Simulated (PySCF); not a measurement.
**Field gradients at the hydrogen positions**

Compound: C7H11FSi.
Geometry (PBE0-D3(BJ)/def2-SVP, Å), atoms numbered from 1 in this order:
```xyz
20
C7H11FSi angstrom
C      3.5198    0.0531    0.0739
C      2.2794   -0.2849    0.4285
C      1.1139    0.6375    0.4072
F      1.5119    1.9465    0.1664
Si    -0.1612    0.1838   -0.9490
C     -1.0037   -1.4741   -0.5663
C     -2.3169   -1.0169    0.0178
C     -2.6589    0.2781   -0.0714
C     -1.7188    1.2419   -0.7488
H      4.3326   -0.6760    0.0958
H      3.7532    1.0743   -0.2371
H      2.0530   -1.3105    0.7448
H      0.5984    0.6126    1.3874
H      0.5274    0.2779   -2.2693
H     -1.1605   -2.0806   -1.4766
H     -0.4389   -2.1177    0.1291
H     -2.9858   -1.7428    0.4938
H     -3.6141    0.6352    0.3300
H     -2.1238    1.5921   -1.7149
H     -1.5385    2.1487   -0.1473
```

Level: PBE0/pcSseg-1 (PySCF, non-relativistic); Q(2H) = 0.00286 b; rigid geometry, the same for H and D, with no vibrational averaging.

Task: Rank these positions by the coupling χzz of a deuteron there, largest first.
A. H14 (Si–H hydrogen)
B. H11 (vinylic hydrogen)
C. H16 (methylene hydrogen)
D. H13 (methine hydrogen)

Result: B (205 kHz), C (197 kHz), D (182 kHz), A (95 kHz).

Task: What are Vzz, η and χzz (234.96 MHz × Q × Vzz) at all hydrogens?

Result: 
```json
{"atom": "H10", "bonded to": "C1", "bond length (Å)": "1.092", "Vzz (au)": "0.3098", "η": "0.05", "χzz (kHz)": "208"}
{"atom": "H11", "bonded to": "C1", "bond length (Å)": "1.093", "Vzz (au)": "0.3053", "η": "0.05", "χzz (kHz)": "205"}
{"atom": "H12", "bonded to": "C2", "bond length (Å)": "1.097", "Vzz (au)": "0.2982", "η": "0.07", "χzz (kHz)": "200"}
{"atom": "H13", "bonded to": "C3", "bond length (Å)": "1.108", "Vzz (au)": "0.2710", "η": "0.11", "χzz (kHz)": "182"}
{"atom": "H14", "bonded to": "Si5", "bond length (Å)": "1.492", "Vzz (au)": "0.1420", "η": "0.01", "χzz (kHz)": "95"}
{"atom": "H15", "bonded to": "C6", "bond length (Å)": "1.105", "Vzz (au)": "0.2903", "η": "0.03", "χzz (kHz)": "195"}
{"atom": "H16", "bonded to": "C6", "bond length (Å)": "1.103", "Vzz (au)": "0.2938", "η": "0.03", "χzz (kHz)": "197"}
{"atom": "H17", "bonded to": "C7", "bond length (Å)": "1.096", "Vzz (au)": "0.3025", "η": "0.06", "χzz (kHz)": "203"}
{"atom": "H18", "bonded to": "C8", "bond length (Å)": "1.096", "Vzz (au)": "0.3021", "η": "0.06", "χzz (kHz)": "203"}
{"atom": "H19", "bonded to": "C9", "bond length (Å)": "1.105", "Vzz (au)": "0.2914", "η": "0.03", "χzz (kHz)": "196"}
{"atom": "H20", "bonded to": "C9", "bond length (Å)": "1.103", "Vzz (au)": "0.2915", "η": "0.03", "χzz (kHz)": "196"}
```

Task: Average by the element that carries the hydrogen.

Result: on C: 199 kHz over 10 positions, mean bond length 1.100 Å; on Si: 95 kHz over 1 position, mean bond length 1.492 Å.

Task: How does χzz go with the bond length over the 10 C–H bonds?

Result: A straight-line fit has a slope of -11.8 kHz for each 0.01 Å, with a correlation coefficient of -0.91, over lengths from 1.092 to 1.108 Å. The longer bonds have the smaller couplings here.

Geometry: PBE0-D3(BJ)/def2-SVP, one conformer, isolated molecule. A larger basis could move these couplings by a tenth or more.
